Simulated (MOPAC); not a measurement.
Job for MOPAC: PM7 on CH6FN (a complex), monomers drawn apart or pushed together.

```
PM7 1SCF PRECISE CHARGE=0 THREADS=1
CH6FN

N      0.00140146 1    -0.17523242 1     0.29841784 1
H      0.23762390 1    -0.88215015 1    -0.38847313 1
H     -0.14930473 1     0.69280266 1    -0.20278622 1
H      0.81220576 1    -0.04631168 1     0.89496808 1
C      0.58101160 1    -0.64371620 1     5.40238743 1
F      1.81555165 1    -0.27009520 1     4.85962799 1
H      0.27909796 1     0.11808232 1     6.12167063 1
H     -0.13802643 1    -0.71683584 1     4.58757044 1
H      0.70361712 1    -1.60576091 1     5.90072068 1
```

The log:

```
*******************************************************************************
 **                                                                           **
 **                              MOPAC v23.2.5                                **
 **                                                                           **
 *******************************************************************************
 ** MOPAC's Digital Object Identifier: https://doi.org/10.5281/zenodo.6511958 **
 **                                                                           **
 ** Please cite the open-source release paper for use of this MOPAC version:  **
 ** J. E. Moussa and J. J. P. Stewart (2026)                                  **
 ** MOPAC: An open-source semiempirical molecular orbital program             **
 ** J. Open Source Softw., 11(119), 8025, https://doi.org/10.21105/joss.08025 **
 *******************************************************************************

                              PM7 CALCULATION RESULTS

 *******************************************************************************
 *  PM7        - The PM7 Hamiltonian to be used
 *
 *
 *
 *                 CHARGE ON SYSTEM = 0
 *
 *
 *
 *  PRECISE    - TIGHTER CRITERIA TO BE USED
 *  1SCF       - DO 1 SCF AND THEN STOP
 *  THREADS=1  - MULTI-THREADING NOT USED
 *  T=         - A TIME OF 172800.0 SECONDS REQUESTED
 *  DUMP=N     - RESTART FILE WRITTEN EVERY 7200.0 SECONDS REQUESTED
 *******************************************************************************
PM7 1SCF PRECISE CHARGE=0 THREADS=1
 CH6FN

   ATOM   CHEMICAL          X               Y               Z
  NUMBER   SYMBOL      (ANGSTROMS)     (ANGSTROMS)     (ANGSTROMS)

     1       N          0.00140146  *  -0.17523242  *   0.29841784  *
     2       H          0.23762390  *  -0.88215015  *  -0.38847313  *
     3       H         -0.14930473  *   0.69280266  *  -0.20278622  *
     4       H          0.81220576  *  -0.04631168  *   0.89496808  *
     5       C          0.58101160  *  -0.64371620  *   5.40238743  *
     6       F          1.81555165  *  -0.27009520  *   4.85962799  *
     7       H          0.27909796  *   0.11808232  *   6.12167063  *
     8       H         -0.13802643  *  -0.71683584  *   4.58757044  *
     9       H          0.70361712  *  -1.60576091  *   5.90072068  *



          CARTESIAN COORDINATES

    NO.       ATOM           X           Y           Z

     1         N          0.0014     -0.1752      0.2984
     2         H          0.2376     -0.8822     -0.3885
     3         H         -0.1493      0.6928     -0.2028
     4         H          0.8122     -0.0463      0.8950
     5         C          0.5810     -0.6437      5.4024
     6         F          1.8156     -0.2701      4.8596
     7         H          0.2791      0.1181      6.1217
     8         H         -0.1380     -0.7168      4.5876
     9         H          0.7036     -1.6058      5.9007

 General Reference for PM7:
 "Optimization of Parameters for Semiempirical Methods VI: More Modifications to the
 NDDO Approximations and Re-optimization of Parameters", J. J. P. Stewart, J. Mol. Mod., 1:32, 19 (2013)
 https://link.springer.com/article/10.1007/s00894-012-1667-x

           Empirical Formula: C H6 N F  =     9 atoms



      MOLECULAR POINT GROUP   :   Cs


      RHF CALCULATION, NO. OF DOUBLY OCCUPIED LEVELS = 11


 -------------------------------------------------------------------------------
 PM7 1SCF PRECISE CHARGE=0 THREADS=1
 CH6FN



     1SCF WAS SPECIFIED, SO BFGS WAS NOT USED
     SCF FIELD WAS ACHIEVED


                              PM7 CALCULATION
                                                       MOPAC v23.2.5 Linux




          FINAL HEAT OF FORMATION =        -52.87062 KCAL/MOL =    -221.21068 KJ/MOL


          COSMO AREA              =        112.58 SQUARE ANGSTROMS
          COSMO VOLUME            =         81.96 CUBIC ANGSTROMS

          IONIZATION POTENTIAL    =         10.340007 EV
          HOMO LUMO ENERGIES (EV) =        -10.340  2.922
          NO. OF FILLED LEVELS    =         11
          MOLECULAR WEIGHT        =         51.0635         POINT GROUP:  Cs

          MOLECULAR DIMENSIONS (Angstroms)

            Atom       Atom       Distance
            H     7    H     2     6.58667
            H     9    H     3     3.30150
            H     8    F     6     1.98977


          SCF CALCULATIONS        =          1





   ATOM   CHEMICAL          X               Y               Z
  NUMBER   SYMBOL      (ANGSTROMS)     (ANGSTROMS)     (ANGSTROMS)

     1       N          0.00140146  *  -0.17523242  *   0.29841784  *
     2       H          0.23762390  *  -0.88215015  *  -0.38847313  *
     3       H         -0.14930473  *   0.69280266  *  -0.20278622  *
     4       H          0.81220576  *  -0.04631168  *   0.89496808  *
     5       C          0.58101160  *  -0.64371620  *   5.40238743  *
     6       F          1.81555165  *  -0.27009520  *   4.85962799  *
     7       H          0.27909796  *   0.11808232  *   6.12167063  *
     8       H         -0.13802643  *  -0.71683584  *   4.58757044  *
     9       H          0.70361712  *  -1.60576091  *   5.90072068  *

                             CARTESIAN COORDINATES

   1    N        0.001401460    -0.175232420     0.298417840
   2    H        0.237623900    -0.882150150    -0.388473130
   3    H       -0.149304730     0.692802660    -0.202786220
   4    H        0.812205760    -0.046311680     0.894968080
   5    C        0.581011600    -0.643716200     5.402387430
   6    F        1.815551650    -0.270095200     4.859627990
   7    H        0.279097960     0.118082320     6.121670630
   8    H       -0.138026430    -0.716835840     4.587570440
   9    H        0.703617120    -1.605760910     5.900720680


           Empirical Formula: C H6 N F  =     9 atoms



      MOLECULAR POINT GROUP   :   Cs


                  EIGENVALUES
 -40.08197 -35.40449 -24.82997 -16.65450 -16.64595 -15.95786 -15.95601 -15.62279
 -13.30516 -13.30045 -10.34001   2.92207   4.56549   5.23718   5.29841   5.85279
   6.71842   6.73992


              NET ATOMIC CHARGES AND DIPOLE CONTRIBUTIONS

  ATOM NO.   TYPE          CHARGE      No. of ELECS.   s-Pop       p-Pop
    1          N          -0.705394        5.7054     1.64464     4.06076
    2          H           0.233999        0.7660     0.76600
    3          H           0.234002        0.7660     0.76600
    4          H           0.237391        0.7626     0.76261
    5          C          -0.204751        4.2048     1.10014     3.10461
    6          F          -0.208584        7.2086     1.97397     5.23462
    7          H           0.135292        0.8647     0.86471
    8          H           0.142770        0.8572     0.85723
    9          H           0.135274        0.8647     0.86473
 DIPOLE           X         Y         Z       TOTAL
 POINT-CHG.    -0.826    -0.226     0.121     0.865
 HYBRID         1.090     0.347    -0.666     1.323
 SUM            0.264     0.120    -0.545     0.617


          ATOMIC ORBITAL ELECTRON POPULATIONS

     Atom    s        px        py        pz
    1  N   1.64464   1.50682   1.22593   1.32801
    2  H   0.76600
    3  H   0.76600
    4  H   0.76261
    5  C   1.10014   0.88038   1.12477   1.09946
    6  F   1.97397   1.41171   1.94112   1.88179
    7  H   0.86471
    8  H   0.85723
    9  H   0.86473

 **********************
 *                    *
 * JOB ENDED NORMALLY *
 *                    *
 **********************




 == MOPAC DONE ==
```

The run finished.

Cost: around 0.010 core-seconds (rough).
